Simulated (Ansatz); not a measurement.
Abridged output of a molecular run in Ansatz:

```
Functional definition: HF
1596 factors; integrals over basis functions are off by at most 1.3e-3 eV
mean field evaluation 1: about -85853.7781 eV, gradient 4.4e1 eV
mean field evaluation 2: about -85854.1066 eV, gradient 4.5e1 eV
mean field evaluation 4: about -85858.0716 eV, gradient 3.6e0 eV
mean field evaluation 8: about -85858.1445 eV, gradient 3.6e-1 eV
mean field -85858.14500282 eV, -3155.2286321129 hartree, gradient 7.8e-6 eV, S^2 0.000000; 0 other end points of the search recorded, 0 dependent functions left out
21 core orbitals not correlated: weight in the atoms' cores, before any rotation towards them, 1.000 or more for the frozen orbitals, at most 0.000 for the correlated occupied ones
reference -85858.14500282 eV, -3155.2286321129 hartree; 21, 21 occupied and 222, 222 virtual orbitals, 1596 factors
second order -27.16236051 eV of doubles, -0.00000000 eV of singles
cycle   1  -27.36194251 eV  change   -2.0e-1 eV  update   1.1e-1
cycle   2  -28.04416304 eV  change   -6.8e-1 eV  update   3.3e-2
cycle   3  -28.18046221 eV  change   -1.4e-1 eV  update   1.6e-2
cycle   4  -28.16142308 eV  change    1.9e-2 eV  update   3.5e-3
cycle   5  -28.15989654 eV  change    1.5e-3 eV  update   1.5e-3
cycle   6  -28.16057130 eV  change   -6.7e-4 eV  update   4.1e-4
cycle   7  -28.16021908 eV  change    3.5e-4 eV  update   1.5e-4
cycle   8  -28.16016092 eV  change    5.8e-5 eV  update   4.3e-5
cycle   9  -28.16018406 eV  change   -2.3e-5 eV  update   1.7e-5
perturbative correction -0.94695365 eV, -0.0347999046 hartree
Total energy: -85887.25214053 eV, -3156.2982996941 hartree
```

Its atoms:

Cartesian coordinates in Å:
```
F 0.1532 -1.7859 -1.8926
Si 0.8223 -0.6069 -1.0631
Se 1.9146 -1.4373 0.7386
O -0.3650 0.4077 -0.6522
Si -1.0893 1.1790 0.6078
H 1.8146 0.0634 -1.9222
H 0.6841 -2.0450 1.2655
H -1.4153 0.2035 1.6787
H -2.3328 1.7968 0.0923
H -0.1862 2.2248 1.1472
```

Task: Which basis set was used?
A. def2-SVPD
B. cc-pV(Q+d)Z
C. def2-TZVPP
D. def2-SVP

Result: C. It gives 264 functions.

Task: Write the keys of the input that set method, charge and spin (a neutral closed shell needs none for the last two).

Result: 
```yaml
correlation: {method: ccsd_t}
```
